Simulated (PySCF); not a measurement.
SMILES C[Si](C)(C)[SiH2][SiH3] (C₃H₁₄Si₃), GFN2-xTB optimised geometry.

```
20

C      2.21    -1.97    -0.44
Si     1.45    -0.27     0.00
C      2.12     0.24     1.72
C      2.10     1.00    -1.27
Si    -0.89    -0.27     0.00
Si    -1.88     1.82     0.00
H      1.89    -2.73     0.27
H      1.90    -2.29    -1.43
H      3.29    -1.95    -0.42
H      1.80    -0.46     2.49
H      3.20     0.28     1.73
H      1.75     1.23     2.00
H      3.18     1.06    -1.27
H      1.79     0.74    -2.28
H      1.72     2.00    -1.06
H     -1.39    -1.04     1.15
H     -1.40    -1.04    -1.15
H     -3.29     1.84     0.38
H     -1.81     2.47    -1.31
H     -1.20     2.73     0.93
```

Density from PBE0/def2-SVP in PySCF at that geometry.

Minimum of the electron density along straight lines between bonded atoms, close to the bond critical point (lines longer than 1.1 times the sum of covalent radii, or with two minima, are not listed):

```csv
bond,length / Å,ρ at the minimum / e bohr⁻³,∇²ρ there / e bohr⁻⁵,position (fraction from the first atom)
C1–Si2,1.913,0.108,0.31,0.62
Si2–C3,1.912,0.108,0.31,0.38
Si2–C4,1.912,0.108,0.31,0.38
C1–H7,1.086,0.272,-0.97,0.62
C1–H8,1.086,0.272,-0.97,0.62
C1–H9,1.087,0.271,-0.96,0.62
C3–H10,1.086,0.272,-0.97,0.62
C3–H11,1.087,0.271,-0.96,0.62
C3–H12,1.087,0.271,-0.97,0.62
C4–H13,1.086,0.271,-0.96,0.62
C4–H14,1.086,0.272,-0.97,0.62
C4–H15,1.087,0.271,-0.97,0.62
Si5–H16,1.475,0.113,0.32,0.49
Si5–H17,1.475,0.113,0.32,0.49
Si6–H18,1.465,0.116,0.32,0.49
Si6–H19,1.466,0.115,0.32,0.49
Si6–H20,1.468,0.115,0.33,0.49
```
